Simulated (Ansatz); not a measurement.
Start from `N[SiH](N)O[SiH3]` and change one atom or group to get `N[SiH](N)[GeH3]`.

Ansatz, PBE0-D4/def2-TZVP geometries, multiplicity 1. Each molecule was computed in one conformer, which needn't be the lowest.

Scalar relativity is left out up to krypton.

```json
{"property": "HOMO energy (PBE/def2-TZVPP) / eV", "`N[SiH](N)O[SiH3]`": "-6.10"}
{"property": "HOMO–LUMO gap (B3LYP/def2-TZVPP) / eV", "`N[SiH](N)O[SiH3]`": "7.45"}
{"property": "size of the dipole moment (PBE/def2-TZVPP) / D", "`N[SiH](N)O[SiH3]`": "1.43"}
{"property": "HOMO energy (B3LYP/def2-TZVPP) / eV", "`N[SiH](N)O[SiH3]`": "-7.30"}
{"property": "HOMO–LUMO gap (PBE/def2-TZVPP) / eV", "`N[SiH](N)O[SiH3]`": "5.66"}
{"property": "LUMO energy (B3LYP/def2-TZVPP) / eV", "`N[SiH](N)O[SiH3]`": "0.15"}
```

Problem. Give the same properties after the change, and the shifts. (Best estimate.)

Solution. Ansatz gave: 
```tsv
property	`N[SiH](N)[GeH3]`	shift
HOMO energy (PBE/def2-TZVPP) / eV	-5.66	0.44
HOMO–LUMO gap (B3LYP/def2-TZVPP) / eV	6.87	-0.58
size of the dipole moment (PBE/def2-TZVPP) / D	1.51	0.08
HOMO energy (B3LYP/def2-TZVPP) / eV	-6.70	0.60
HOMO–LUMO gap (PBE/def2-TZVPP) / eV	5.28	-0.38
LUMO energy (B3LYP/def2-TZVPP) / eV	0.18	0.03
```

Dipoles are sizes alone; their direction can turn.

B3LYP here is the variant with VWN-RPA as its local correlation; programs differ in this.
